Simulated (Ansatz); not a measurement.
Calculated with Ansatz (gas phase, PBE0-D4/def2-TZVP geometries, no zero-point term in ΔE). CCSD(T)/CBS is the MP2 limit (def2-TZVPP, def2-QZVPP) plus CCSD(T) − MP2 in def2-TZVPP, frozen cores. This one scheme is used for every species. DFT in def2-TZVPP. For Ga outer-core shells are correlated without core-valence functions, which leaves a few kJ/mol of doubt a bond. Scalar relativity is left out up to krypton. One conformer a species, not always the lowest.

Consider the ligand exchange at a Ga–O bond: `C[N](C)[Ga]([OH])[Cl]` + HCl → `C[N](C)[Ga]([Cl])[Cl]` + H₂O.

`C[N](C)[Ga]([OH])[Cl]`:

```xyz
13

C    -0.709   -1.289   -0.805
N    -0.184   -0.215   -0.003
C    -0.776   -0.107    1.307
Ga    1.096    0.916   -0.560
O     1.662    2.207    0.520
Cl    1.953    0.728   -2.512
H    -0.554   -2.263   -0.320
H    -1.790   -1.173   -0.971
H    -0.222   -1.320   -1.781
H    -0.624   -1.026    1.891
H    -0.337    0.722    1.866
H    -1.860    0.066    1.243
H     2.346    2.755    0.129
```

HCl:

Z-matrix (Å, degrees):
```
Cl
H 1 1.279
```

`C[N](C)[Ga]([Cl])[Cl]`:

```xyz
12

C    -0.094   -1.359    0.473
N     0.000    0.000    0.000
C     1.259    0.642    0.286
Ga   -1.339    0.824   -0.871
Cl   -1.121    2.833   -1.536
Cl   -3.167   -0.194   -1.254
H     0.034   -1.410    1.562
H     0.682   -1.991    0.019
H    -1.065   -1.790    0.227
H     1.270    1.664   -0.096
H     2.095    0.099   -0.177
H     1.448    0.681    1.367
```

H₂O:

Cartesian coordinates in Å:
```
O 0.366 0.107 0.077
H -0.436 0.425 0.497
H 0.069 -0.532 -0.575
```

Q: Is it downhill or uphill in electronic energy at CCSD(T)/CBS, and by how much? (An estimate is asked.)

A: The calculation gave: Downhill: ΔE = -62.3 kJ/mol.

Q: What do these levels give: PBE-D4, PBE0-D4, ωB97X-V, ωB97M-V, CCSD(T)/def2-TZVPP, HF/CBS(def2)? (Best estimate.)

A: The calculation gave: PBE-D4 -60.9, PBE0-D4 -65.7, ωB97X-V -59.3, ωB97M-V -61.8, CCSD(T)/def2-TZVPP -57.5, HF/CBS(def2) -65.1 kJ/mol.

Largest T1 diagnostic among the species: 0.013.

From PBE to PBE0 (25 % exact exchange), in def2-TZVPP and without D4, ΔE moves by −5.0 kJ/mol. In def2-TZVPP, CCSD(T) changes the Hartree–Fock value by +8.5 kJ/mol (the triples alone add +0.2 kJ/mol) and MP2 by +6.4 kJ/mol. The D4 term adds −3.3 kJ/mol with B3LYP and −1.9 kJ/mol with PBE0; it sums over pairs of atoms, weighted by their polarisabilities, and B3LYP, whose exchange is more repulsive, gets the larger term.

B3LYP here is the variant with VWN-RPA as its local correlation; programs differ in this.
